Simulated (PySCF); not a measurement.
Job for PySCF: R-B3LYP/6-31G* on CH3F (SMILES CF) with ghost functions, monomers drawn apart or pushed together.

```python
from pyscf import gto, scf, dft, mp
from pyscf.data.elements import chemcore

mol = gto.M(
    atom='''
    C    -0.14707147   -0.13374257    0.50805806
    F     1.00170528    0.15184835    1.23919335
    H    -0.85898524    0.68063974    0.64403327
    H     0.12510908   -0.22828369   -0.54367246
    H    -0.57109689   -1.06838944    0.87567335
    ghost-C   -0.61077888   -0.12906178    5.73510254
    ghost-Si    0.04953756   -0.00751238    3.98085889
    ghost-H   -0.52546923    0.82924085    6.25109710
    ghost-H   -0.05400384   -0.87116789    6.31055970
    ghost-H   -1.66283082   -0.42066735    5.73842285
    ghost-H   -0.72706800    0.99919876    3.21725505
    ghost-H   -0.08514916   -1.31738125    3.29847856
    ghost-H    1.47585416    0.38818363    3.99278691
    ''',
    basis='6-31g*',
    cart=True,
    charge=0, spin=0, verbose=3, max_memory=1800)
mf = dft.RKS(mol, xc='b3lyp')
mf.conv_tol = 1e-8
mf.max_cycle = 100
mf.kernel()
if not mf.converged:
    mf = mf.newton().run(mf.mo_coeff, mf.mo_occ)
```

Program output:

```
converged SCF energy = -139.738113522039
```

Self-consistency was reached.

Cost: roughly 3 core-seconds.
